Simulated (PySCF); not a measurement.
C₆H₁₀OSSi.
SMILES with atom numbers: `[CH:1]#[C:2][C@@H:3]1[CH2:4][S@:5](=[O:6])[C@@H:7]1[SiH2:8][CH3:9]`

Cartesian coordinates in Å at the GFN2-xTB level; atoms count from 1:
```xyz
19
C6H10OSSi angstrom
C     -2.4336    1.5782   -1.4835
C     -1.8702    0.5402   -1.2875
C     -1.2120   -0.7174   -1.0175
C     -1.6103   -1.3747    0.3064
S      0.1283   -1.9762    0.5681
O      0.6291   -1.4821    1.8518
C      0.2903   -0.6424   -0.7057
Si     0.9181    0.9639    0.1159
C      2.6971    0.6594    0.6826
H     -2.9199    2.4892   -1.6663
H     -1.4024   -1.4004   -1.8533
H     -2.3676   -2.1525    0.2575
H     -1.8526   -0.6505    1.0791
H      0.9265   -0.9531   -1.5340
H      0.0249    1.3342    1.2127
H      0.8595    1.9969   -0.9278
H      2.7249   -0.1007    1.4575
H      3.1295    1.5680    1.0889
H      3.3304    0.3292   -0.1370
```

NICS = −σ at a ghost point: NICS(0) at the centroid of the ring atoms, NICS(1) 1 Å to either side along the normal of their mean plane, zz for the tensor component along that normal. Level: GIAO PBE0/pcSseg-1 (PySCF, non-relativistic, gas phase) on the GFN2-xTB geometry, one conformer.

Ring bond lengths (Å), with Mayer bond orders in brackets: C3–C4 1.531 (0.98), C4–S5 1.858 (0.89), S5–C7 1.851 (0.87), C7–C3 1.536 (0.96).

Problem. What do the NICS probes read (ppm)?

Solution. 
```
       ring                                             type  NICS(0)  NICS(1), two faces  NICS(1)zz, two faces  rms pucker (Å)  centre to ring atoms, mean (Å)
C3–C4–S5–C7  4-membered ring with S; formal bonds all single     -2.6          0.8 / -3.8            7.3 / -1.6            0.14                            1.19
```

Problem. What can be read from them?

Solution. 
- C3–C4–S5–C7: mean NICS(1)zz 2.8 ppm, near zero. C3, C4, C7 have four or more neighbours, and the NICS criterion for π rings isn't applied. The two faces differ by 8.9 ppm, so no symmetry operation interchanges them.

Problem. What is the mean of the two in-plane components of NICS at the second NICS(1) probe listed for ring C3–C4–S5–C7, 1 Å off the ring?

Solution. The isotropic value is a third of the trace: (3 × -3.8 − (-1.6))/2 = -4.9 ppm.

Problem. Give the inner angles of the rings and the Hirshfeld charges of the ring atoms.

Solution. 
- C3–C4–S5–C7: C3 95.7° (-0.019 e), C4 91.0° (-0.080 e), S5 75.6° (+0.330 e), C7 91.1° (-0.129 e); sum 353.4° against 360° for a flat convex ring.

Problem. What are the shieldings of the ring atoms and their hydrogens in the same run (means over atoms taken as equivalent)?

Solution. 
```json
{"atoms": "C3", "environment": "propargylic carbon", "σ isotropic (ppm)": "168.7", "principal values of the symmetric part, first atom (ppm)": "151.6, 174.7, 179.9"}
{"atoms": "C4", "environment": "sp3 carbon bound to sulfur", "σ isotropic (ppm)": "124.6", "principal values of the symmetric part, first atom (ppm)": "86.8, 116.9, 170.2"}
{"atoms": "S5", "environment": "sulfinyl sulfur", "σ isotropic (ppm)": "183.0", "principal values of the symmetric part, first atom (ppm)": "-4.4, 116.9, 436.5"}
{"atoms": "C7", "environment": "sp3 carbon bound to sulfur", "σ isotropic (ppm)": "130.6", "principal values of the symmetric part, first atom (ppm)": "91.0, 127.7, 173.0"}
{"atoms": "H11", "environment": "methine hydrogen", "σ isotropic (ppm)": "28.46", "principal values of the symmetric part, first atom (ppm)": "23.6, 27.7, 34.0"}
{"atoms": "H12", "environment": "methylene hydrogen", "σ isotropic (ppm)": "28.11", "principal values of the symmetric part, first atom (ppm)": "25.6, 26.2, 32.4"}
{"atoms": "H13", "environment": "methylene hydrogen", "σ isotropic (ppm)": "28.47", "principal values of the symmetric part, first atom (ppm)": "26.6, 27.3, 31.5"}
{"atoms": "H14", "environment": "methine hydrogen", "σ isotropic (ppm)": "28.47", "principal values of the symmetric part, first atom (ppm)": "25.8, 28.2, 31.4"}
```
